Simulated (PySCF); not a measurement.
C₂H₆Si, SMILES C[Si]C (connectivity only; charge and spin as stated), charge +1, multiplicity 2.

The structure is a stationary point at PBE0-D3(BJ)/def2-TZVP. The spin state was assumed, not searched. The isomer is the one that the SMILES or the coordinates give; other isomers of the formula were not compared.

All values below come from PBE0-D3(BJ)/def2-TZVP run with PySCF.

Frequencies are harmonic and unscaled.

**Question.** Estimate the vibrational spectrum. (An estimate is asked for; the answer gives what the named calculation found.)

**Answer.** 
| mode | ν (cm⁻¹) | IR (km/mol) | moving atoms (share of kinetic energy) |
|---|---|---|---|
| 1 | 59 | 0.1 | H 99 % |
| 2 | 69 | 0.4 | H 77 %, Si 13 %, C 10 % |
| 3 | 211 | 1.5 | C 38 %, H 37 %, Si 25 % |
| 4 | 572 | 3.2 | H 84 %, C 13 % |
| 5 | 599 | 0.3 | H 80 %, C 19 % |
| 6 | 666 | 4.2 | C 61 %, H 22 %, Si 17 % |
| 7 | 676 | 4.1 | H 77 %, C 19 % |
| 8 | 804 | 46.4 | Si 41 %, C 40 %, H 20 % |
| 9 | 865 | 57.6 | H 68 %, C 23 %, Si 8 % |
| 10 | 1227 | 10.1 | H 83 %, C 17 % |
| 11 | 1251 | 17.6 | H 83 %, C 17 % |
| 12 | 1369 | 15.0 | H 95 % |
| 13 | 1385 | 6.9 | H 96 % |
| 14 | 1397 | 0.0 | H 95 % |
| 15 | 1414 | 34.9 | H 96 % |
| 16 | 3007 | 55.7 | H 97 % |
| 17 | 3013 | 22.2 | H 97 % |
| 18 | 3088 | 1.8 | H 91 %, C 9 % |
| 19 | 3091 | 20.2 | H 91 %, C 9 % |
| 20 | 3163 | 9.1 | H 91 %, C 9 % |
| 21 | 3163 | 20.3 | H 91 %, C 9 % |
